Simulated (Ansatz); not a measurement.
Geometry optimisation, DFT PBE, scalar-relativistic, plane waves, PAW in Ansatz 0.2.0.

Input file:

```yaml
crystal:
  lattice:
    - [0.0, 5.43, 5.43]
    - [5.43, 0.0, 5.43]
    - [5.43, 5.43, 0.0]
  atoms:
    - { symbol: Si, position: [0.0, 0.0, 0.0] }
    - { symbol: Si, position: [0.125, 0.125, 0.125] }
    - { symbol: Si, position: [0.0, 0.0, 0.5] }
    - { symbol: Si, position: [0.125, 0.125, 0.625] }
    - { symbol: Si, position: [0.0, 0.5, 0.0] }
    - { symbol: Si, position: [0.125, 0.625, 0.125] }
    - { symbol: Si, position: [0.0, 0.5, 0.5] }
    - { symbol: Si, position: [0.125, 0.625, 0.625] }
    - { symbol: Si, position: [0.5, 0.0, 0.0] }
    - { symbol: Si, position: [0.625, 0.125, 0.125] }
    - { symbol: Si, position: [0.5, 0.0, 0.5] }
    - { symbol: Si, position: [0.625, 0.125, 0.625] }
    - { symbol: Si, position: [0.5, 0.5, 0.0] }
    - { symbol: Si, position: [0.625, 0.625, 0.125] }
    - { symbol: Si, position: [0.5, 0.5, 0.5] }
    - { symbol: Si, position: [0.625, 0.625, 0.625] }
    - { symbol: O, position: [0.869823, 0.8890573, 0.3724128], spin: 1.0 }
magnetization:
  spin_polarized: true
basis:
  ecutwfc: 420.0
kpoints:
  mp_grid: { grid: [2, 2, 2] }
hamiltonian:
  xc: pbe
  pseudopotentials: { kind: paw, azcp: { folder: soft_1 } }
scf:
  occupations: { method: fermi_dirac, width: 0.05 }
  lower_state_search: "off"
relax:
  f_tol: 0.08
  max_steps: 25
  adjacent_minimum: "off"
```

Command:

```bash
$ ansatz run input.yaml --threads 1 --pin off --max-ram 3072MiB --backend cpu --events-out ev --progress --plain --runs-dir out
```

**Question.** Where does it end, and by what steps?

**Answer.** The forces met the threshold. The threshold is loose, so the end isn't yet a minimum. The force dipped under the threshold on the way, but the program's further checks kept it going. Limits of this set-up: coarse k mesh. After 16 steps the energy has fallen by 3.450 eV; O17 moved furthest, 1.43 Å. Joined: Si12–O17.

| step | energy less start (eV) | largest force component (eV/Å) | accepted |
| --- | --- | --- | --- |
| 0 | 0.0000 | 0.418 | yes |
| 1 | -0.0957 | 0.555 | yes |
| 2 | -0.4432 | 0.789 | yes |
| 3 | -0.4450 | 1.343 | yes |
| 4 | -0.9437 | 0.824 | yes |
| 5 | -1.1976 | 0.375 | yes |
| 6 | -1.2837 | 0.330 | yes |
| 7 | -1.3681 | 0.548 | yes |
| 8 | -1.5577 | 0.681 | yes |
| 9 | -1.8623 | 0.784 | yes |
| 10 | -2.2725 | 1.636 | yes |
| 11 | -2.8744 | 1.399 | yes |
| 12 | -3.2204 | 0.785 | yes |
| 13 | -3.4200 | 0.300 | yes |
| 14 | -3.4371 | 0.294 | yes |
| 15 | -3.4495 | 0.038 | yes |
| 16 | -3.4495 | 0.038 | yes |

```xyz
17
Lattice="0.0000 5.4300 5.4300 5.4300 0.0000 5.4300 5.4300 5.4300 0.0000" Properties=species:S:1:pos:R:3
Si -0.032 0.045 -0.022
Si 1.032 1.464 1.565
Si 2.367 2.756 0.162
Si 4.143 3.868 1.150
Si 2.597 0.107 2.693
Si 4.029 1.384 4.046
Si 5.458 2.648 2.674
Si 6.744 4.095 4.024
Si -0.294 2.887 2.856
Si 1.324 4.141 4.016
Si 2.752 5.215 2.442
Si 4.062 6.523 3.854
Si 2.663 2.762 5.368
Si 3.937 4.188 6.732
Si 5.422 5.431 5.376
Si 6.821 6.750 6.716
O 8.124 6.781 10.198
```

Whether the end is a true minimum wasn't checked by a vibrational analysis.

Time of the run: 3.8 min on 1 thread of Arm Neoverse V2 (shared host), peak memory 0.66 GiB.
